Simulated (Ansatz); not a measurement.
CH6AlBO2Si. Charge 0, multiplicity 1. The bonds changed during the relaxation, so this is another structure than the one it started from. The geometry is a stationary point of PBE0-D4/def2-TZVP. It is one conformer, not always the lowest.

```xyz
12

O     1.224    0.078    0.916
C     1.953    0.190   -0.087
O     1.586   -0.131   -1.267
Si   -0.074   -0.817   -1.284
B    -0.250   -0.439    0.673
Al   -1.709    1.000    1.171
H     2.962    0.583    0.039
H    -0.747    0.003   -2.328
H     0.125   -2.162   -1.894
H    -0.416   -1.411    1.367
H    -1.399    2.480    1.698
H    -3.255    0.626    0.998
```

Problem. What is the dipole moment at PBE/def2-TZVPP? (Estimate.)

Solution. The calculation gave: 3.23 D, with components (3.04, -0.29, -1.04) D in this frame, pointing from negative to positive charge.

Problem. And with r2SCAN, B3LYP, ωB97M-V? (An estimate is asked.)

Solution. Computed: r2SCAN 3.35 D, B3LYP 3.40 D, ωB97M-V 3.59 D.

Problem. Give the Mulliken charges with PBE, r2SCAN, B3LYP in def2-TZVPP. (Estimate.)

Solution. Computed: 
```tsv
atom	PBE	r2SCAN	B3LYP
O1	-0.13	-0.20	-0.20
C2	0.26	0.39	0.31
O3	-0.22	-0.31	-0.29
Si4	0.22	0.33	0.29
B5	-0.11	-0.18	-0.07
Al6	0.19	0.35	0.26
H7	0.13	0.12	0.15
H8	-0.06	-0.08	-0.07
H9	-0.07	-0.08	-0.08
H10	0.03	0.00	0.03
H11	-0.13	-0.18	-0.16
H12	-0.12	-0.17	-0.15
```

B3LYP here is the variant with VWN-RPA as its local correlation; programs differ in this.
